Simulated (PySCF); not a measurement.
LuSF at several levels of theory

Computed with PySCF 2.14.0 (density fitting, no spin-orbit coupling) at the geometry relaxed with PBE0:

```xyz
3
LuSF (singlet)
Lu   -0.1727    0.0000   -0.3643
S     1.7671    0.0000    0.8147
F    -1.7685    0.0000    0.7141
```

```
level                                              basis    state  HOMO (eV)  gap (eV)  charge on Lu1 (e)  population of f-type functions on Lu1 (core shells left out)  dipole about the centre of mass (D)  largest force component (eV/Å)
 PBE0     Lu def2-SVP with ECP28, S def2-SVP, F def2-SVP  singlet      -5.96      2.96               0.84                                                         14.04                                 7.66                            0.01
  PBE                                           the same  singlet      -4.95      1.30               0.70                                                         14.03                                 6.78                            0.42
 PBE0  Lu def2-TZVP with ECP28, S def2-TZVP, F def2-TZVP  singlet      -6.12      3.03               1.14                                                         14.03                                 7.92                            0.33
```

Charges are Mulliken's, which hang on the basis. The relaxation used the grid (50, 194), these runs (75, 302) or, all-electron (x2c bases, spin-free X2C Hamiltonian), (99, 590).

Question: What does r2SCAN with Lu def2-SVP with ECP28, S def2-SVP, F def2-SVP give here?

Answer: state singlet, HOMO (eV) -5.12, gap (eV) 1.79, charge on Lu1 (e) 0.82, population of f-type functions on Lu1 (core shells left out) 14.03, dipole about the centre of mass (D) 7.48, largest force component (eV/Å) 0.12. Time: 31 s on 2 threads of Intel(R) Xeon(R) Processor @ 2.50GHz (Skylake/Cascade Lake), on a shared host, from an already converged density.

In the first row's basis the gap widens with exact exchange: 1.3 to 1.8 eV for PBE, r2SCAN (none); 3.0 eV for PBE0 (a fixed share).
